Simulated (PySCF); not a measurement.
Species: C6H9FSSi.
Geometry (GFN2-xTB, Å), atoms numbered from 1 in this order:
```xyz
18
C6H9FSSi angstrom
C      2.9488    0.6603   -0.2559
C      1.8681    0.1466   -0.2309
C      0.5424   -0.4509   -0.2152
F      0.1442   -0.6878   -1.5346
C      0.6014   -1.7978    0.5030
S     -1.0695   -2.4559    0.8761
Si    -2.0802   -0.6029    0.5120
C     -0.5018    0.4656    0.4289
C     -0.6593    1.7727   -0.3361
H      3.9005    1.1020   -0.2671
H      1.1410   -1.6977    1.4446
H      1.1046   -2.5337   -0.1229
H     -2.7915   -0.6334   -0.7583
H     -2.9105   -0.2642    1.6585
H     -0.1476    0.6874    1.4416
H      0.2780    2.3281   -0.3500
H     -0.9549    1.5780   -1.3643
H     -1.4224    2.3898    0.1322
```

Probes without a nucleus sit at each ring's centroid and 1 Å off its mean plane on both sides; NICS is minus the shielding there, NICSzz its component along the normal. Level: GIAO PBE0/pcSseg-1 (PySCF, non-relativistic, gas phase) on the GFN2-xTB geometry, one conformer.

Ring bond lengths (Å), with Mayer bond orders in brackets: C3–C5 1.528 (1.01), C5–S6 1.834 (0.98), S6–Si7 2.142 (0.96), Si7–C8 1.908 (0.86), C8–C3 1.531 (0.98).

Give the NICS values of each ring in ppm.

| ring | type | NICS(0) | NICS(1), two faces | NICS(1)zz, two faces | rms pucker (Å) | centre to ring atoms, mean (Å) |
| --- | --- | --- | --- | --- | --- | --- |
| C3–C5–S6–Si7–C8 | 5-membered ring with S and Si; formal bonds all single | -6.2 | -4.1 / -4.4 | -1.7 / -2.5 | 0.21 | 1.48 |

What do they say, and how far can they be read as aromaticity?

- C3–C5–S6–Si7–C8: mean NICS(1)zz -2.1 ppm, near zero. C3, C5, Si7, C8 have four or more neighbours; no verdict on aromaticity is drawn.

What is the mean of the two in-plane components of NICS at the second NICS(1) probe listed for ring C3–C5–S6–Si7–C8, 1 Å off the ring?

The isotropic value is a third of the trace: (3 × -4.4 − (-2.5))/2 = -5.4 ppm.
